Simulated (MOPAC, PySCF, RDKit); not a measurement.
Torsion H4–O1–Ge2–Br3 in BrGeH3O (SMILES [OH][GeH2][Br]); at each angle all else is relaxed with GFN2-xTB, and the levels are single points there.
Geometry at 60° (charge 0, multiplicity 1):
```xyz
6

O      1.26192     0.18454    -0.44824
Ge    -0.33211    -0.30192    -0.00650
Br    -1.56346     1.56627     0.40696
H      1.81689     0.69460     0.13897
H     -0.33115    -1.13222     1.25492
H     -0.83005    -0.97935    -1.24317
```

On the grid 0° to 330°, 180° is the highest and 60° the lowest point at MP2/CBS(cc-pVTZ, cc-pVQZ) + ΔCCSD(T)/cc-pVTZ.

Rows in 3-21G carry no dispersion term and start afresh at each structure; the Pople sets are all-electron and without relativity. The state reached by AM1, PM7 isn't checked; PM7 holds dispersion and hydrogen-bond terms.

Programs: MOPAC for AM1, PM7 (differences of heats of formation); PySCF for 3-21G rows; RDKit for the force fields. 

Question: One of these levels gives -1.9 kJ/mol for the energy at 180° less that at 60°. Which one is it?
(A) AM1
(B) PM7
(C) HF/3-21G
(D) UFF

Answer: D, UFF. The others give 2.9 (AM1), 25.5 (PM7), 16.3 (HF/3-21G)
